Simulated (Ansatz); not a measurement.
Cost and result for the atomization energy of CH7GaO2SSi, SMILES `C[O][Ga]([SH])[O][SiH3]` (13 atoms, 12 bonds).

Z-matrix (Å, degrees):
```
C
O 1 1.409
H 1 1.096 2 111.4
H 1 1.097 2 113.1 3 121.9
H 1 1.094 2 108.4 3 -118.8
Ga 2 1.773 1 123.3 3 -84.5
O 6 1.771 2 120.6 1 -1.9
S 6 2.172 2 120.1 1 178.8
Si 7 1.630 6 143.1 2 6.4
H 8 1.345 6 91.7 2 -0.4
H 9 1.490 7 111.1 6 50.5
H 9 1.490 7 110.9 6 -69.6
H 9 1.485 7 108.9 6 170.5
```

Charge 0, multiplicity 1. Correlated methods include outer-core shells of Ga, which these sets cover unevenly. Scalar relativity is left out up to krypton. The geometry is a stationary point of PBE0-D4/def2-TZVP. It is one conformer, not always the lowest. Program: Ansatz. All runs use 2 threads of an AMD EPYC 7R13 on a shared host and a share of an NVIDIA H100 80 GB. Times are those of one run each, without the atoms' runs, and a repeat can differ threefold. Electronic energies, without spin–orbit coupling; frozen cores. CCSD(T)/CBS adds CCSD(T) − MP2 in def2-TZVPP to the MP2 limit, and its time is that of the two runs behind it. T1 = 0.014. With those shells the extrapolation isn't a true limit. B3LYP takes the VWN-RPA correlation (the form of Gaussian; ORCA's B3LYP/G).

CCSD(T)/CBS is a level of theory with its own doubt, some kJ/mol a heavy atom from the limit and from the frozen cores, so smaller differences don't rank the functionals.

```csv
level,functions,wall time
PBE-D4/def2-TZVPP (with forces),323,3.8 s
PBE0-D4/def2-TZVPP,323,3.8 s
r2SCAN-D4/def2-TZVPP (with forces),323,4 s
B3LYP-D4/def2-TZVPP (with forces),323,4.5 s
B2PLYP/def2-TZVPP,323,5 s
ωB97X-V/def2-TZVPP,323,6.5 s
ωB97M-V/def2-TZVPP (with forces),323,7 s
MP2/def2-QZVPP,610,9.5 s
CCSD(T)/def2-TZVPP,323,11 s
CCSD(T)/CBS(def2),–,20 s
```

Q: What atomization energy does each give, and how far from CCSD(T)/CBS? (Best estimate.)

A: Computed: 
| level | atomization (kJ/mol) | difference from CCSD(T)/CBS | per bond |
| --- | --- | --- | --- |
| PBE-D4/def2-TZVPP (with forces) | 4505.6 | 5.4 | 0.4 |
| PBE0-D4/def2-TZVPP | 4433.0 | -67.2 | -5.6 |
| r2SCAN-D4/def2-TZVPP (with forces) | 4490.5 | -9.7 | -0.8 |
| B3LYP-D4/def2-TZVPP (with forces) | 4447.3 | -52.9 | -4.4 |
| B2PLYP/def2-TZVPP | 4417.8 | -82.4 | -6.9 |
| ωB97X-V/def2-TZVPP | 4502.9 | 2.7 | 0.2 |
| ωB97M-V/def2-TZVPP (with forces) | 4480.3 | -19.9 | -1.7 |
| MP2/def2-QZVPP | 4533.0 | 32.8 | 2.7 |
| CCSD(T)/def2-TZVPP | 4385.9 | -114.3 | -9.5 |
| CCSD(T)/CBS(def2) | 4500.2 | 0.0 | 0.0 |

In def2-TZVPP, CCSD(T) changes the Hartree–Fock value by +1159.0 kJ/mol (the triples alone add +68.0 kJ/mol) and MP2 by +1237.6 kJ/mol; breaking electron pairs costs correlation energy, which Hartree–Fock lacks. The D4 term adds +52.7 kJ/mol with B3LYP and +28.3 kJ/mol with PBE0; it sums over pairs of atoms, weighted by their polarisabilities, and B3LYP, whose exchange is more repulsive, gets the larger term. From PBE to PBE0 (25 % exact exchange), in def2-TZVPP and without D4, the atomization energy moves by −68.1 kJ/mol: exact exchange takes away binding that semilocal exchange gives to molecules.
